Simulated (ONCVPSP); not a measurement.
## Cutoff test, potassium, ONCV

| Property | Result |
| --- | --- |
| Element | K |
| Generator | ONCVPSP 4.0.1 |
| Type | optimised norm-conserving Vanderbilt (ONCV) |
| Functional | LDA (Perdew-Zunger) |
| Relativity | scalar-relativistic |
| Frozen core | [Ne] |
| Valence charge | 9 |
| Reference configuration | 3s2 3p6 (charge +1) |
| Partial waves | 3s: rc 1.35 bohr, ncon 5, nbas 8, qcut 5.3 1/bohr, 2 projectors, debl 0.8 Ha; 3p: rc 1.50 bohr, ncon 4, nbas 8, qcut 6.4 1/bohr, 1 projector; d scattering state at 0.12 Ha: rc 1.45 bohr, ncon 4, nbas 7, qcut 6.2 1/bohr, 2 projectors, debl 2.3 Ha |
| Local potential | polynomial inside 1.05 bohr (lpopt 5, dvloc0 -1 Ha) |
| Core correction | Teter function, fcfact 4.75, rcfact 1.1 |

In the s channel the program set the typed energies aside and used -1.520, 0.250 Ha. In the d channel the program set the typed energies aside and used 0.050, 2.350 Ha.

Problem. For each optimised wave give the share of its norm inside rc, the residual kinetic energy above qcut (Ha) and the cutoffs (Ha) for errors of 10, 1, 0.1 and 0.01 mHa per electron.

Solution.

| wave | norm inside rc | residual KE | 10 mHa | 1 mHa | 0.1 mHa | 0.01 mHa |
| --- | --- | --- | --- | --- | --- | --- |
| 3s | 0.618 | 1.5e-02 | 15.7 | 70.2 | 88.5 | 99.9 |
| s projector 2 | 0.103 | 6.7e-03 | 12.9 | 30.0 | 67.5 | 114.8 |
| 3p | 0.612 | 2.5e-05 | 8.7 | 11.6 | 14.2 | 51.5 |
| d projector 1 | 0.087 | 3.7e-03 | 16.0 | 37.5 | 77.1 | 89.5 |
| d projector 2 | 0.106 | 4.3e-02 | 24.0 | 46.8 | 83.5 | 96.3 |

The occupied waves need 70 Ha and 89 Ha for 1 and 0.1 mHa.
